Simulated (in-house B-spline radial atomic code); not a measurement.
Computed with a B-spline radial atomic code. Model: two electrons, singlet ground state, non-relativistic, full CI in B-splines with partial waves to l = 8 (at full coupling up to 3e-4 hartree above the limit, correlation up to 0.6 % small), density held at that of full coupling by Lieb maximisation.

Along the adiabatic connection the electron repulsion is scaled by a coupling λ while a local potential keeps the density fixed. At λ = 0 the system is the Kohn-Sham one and W equals the exchange energy; the exchange-correlation energy is the area under W between 0 and 1. The kinetic energy rises with λ as the electrons avoid each other, with dT/dλ = −λ dW/dλ.

Command:
```bash
python run_ac.py task.json out
```
Settings (lengths in bohr, energies in hartree):
```
potential              gauss
strength               0.722
lmax                   8
second                 4.55
```

Run time, properties included: 72 s on 1 thread of Intel(R) Xeon(R) Processor @ 2.30GHz, with other jobs on the host.

**W = mean repulsion less Hartree energy, and W of three functionals.**

Given: confinement Gaussian well; well depth 0.722 hartree; well width 4.55 bohr; external potential -V exp(-r^2/w^2).

Computed: LDA exchange minus exact 43.704 millihartree; PBE exchange minus exact 12.217 millihartree.

```tsv
coupling	W xc (hartree)	W xc minus exchange (millihartree)	kinetic minus Kohn-Sham (millihartree)	LDA (PW92) W minus its exchange (millihartree)	PBE W minus its exchange (millihartree)	SCAN W minus its exchange (millihartree)
0	-0.29853	0	0	0	0	0
0.02	?	?	?	?	?	?
0.05	-0.30318	-4.652	0.11	-17.64	-6.99	-4.45
0.12	-0.30913	-10.597	0.62	-31.62	-15.07	-10.02
0.25	?	?	?	?	?	?
0.4	-0.32773	-29.198	5.28	-63.65	-37.96	-27.53
0.6	-0.33738	-38.85	10.07	-77.83	-49.4	-36.92
0.8	-0.34501	-46.483	15.39	-88.65	-58.49	-44.6
1	-0.35119	-52.66	20.92	-97.32	-65.98	-50.99
1.4	-0.36058	-62.046	32.08	-110.6	-77.7	-61.03
2	-0.37016	-71.632	48.17	-124.56	-90.3	-71.63
3	-0.38012	-81.586	72.63	-139.79	-104.31	-82.75
4.5	-0.38882	-90.288	104.65	-153.96	-117.53	-92.13
7	-0.39685	-98.319	149.79	-167.95	-130.71	-99.97
10	-0.40231	-103.78	195.5	-178.05	-140.29	-104.58
```

Problem. What belongs in the row 0.02?

Solution. W xc (hartree): -0.30044; W xc minus exchange (millihartree): -1.904; kinetic minus Kohn-Sham (millihartree): 0.02; LDA (PW92) W minus its exchange (millihartree): -9.09; PBE W minus its exchange (millihartree): -2.97; SCAN W minus its exchange (millihartree): -1.84.

Problem. What belongs in the row 0.25?

Solution. W xc (hartree): -0.31867; W xc minus exchange (millihartree): -20.138; kinetic minus Kohn-Sham (millihartree): 2.36; LDA (PW92) W minus its exchange (millihartree): -49.25; PBE W minus its exchange (millihartree): -27.07; SCAN W minus its exchange (millihartree): -18.94.

Problem. What is the SCAN exchange minus exact?

Solution. 1.4709 millihartree.

**Energy parts, natural occupations and partial-wave weights.**

Computed: correlation energy -0.031736 hartree; kinetic part of the DFT correlation energy 0.020923 hartree; initial slope twice GL2 -0.096627 hartree; kinetic part over minus potential part 0.39733; Hartree energy 0.59706 hartree; Kohn-Sham kinetic 0.20657 hartree; Lieb Oxford ratio E_xc over LDA exchange 1.296.

| natural | occupation of the shell (electrons) |
| --- | --- |
| s | 1.8951 |
| p | 0.093968 |
| s | ? |
| d | 0.0012317 |
| p | 0.00040228 |
| f | 0.00013139 |

Problem. What belongs in the row s?

Solution. occupation of the shell (electrons): 0.008946.

| wave | weight |
| --- | --- |
| s | 0.95206 |
| p | ? |
| d | 0.00064565 |
| f | 7.321e-05 |
| g | 1.5548e-05 |

Problem. What belongs in the row p?

Solution. weight: 0.047196.

Problem. What is the exchange energy?

Solution. -0.29853 hartree.

Problem. What is the total energy?

Solution. -0.4512 hartree.

Half-way to full coupling W has made 65 % of its drop, against 50 % for a straight line, and second-order (GL2) theory, half the initial slope, overshoots the correlation energy by about 52 %: a marked bend. Over couplings 0 to 1 the errors in E_xc come to about +10 millihartree for LDA, +3.3 millihartree for PBE, +2.9 millihartree for SCAN. In LDA and PBE the errors of exchange and correlation have opposite signs, so the sum is smaller than the larger of the two.
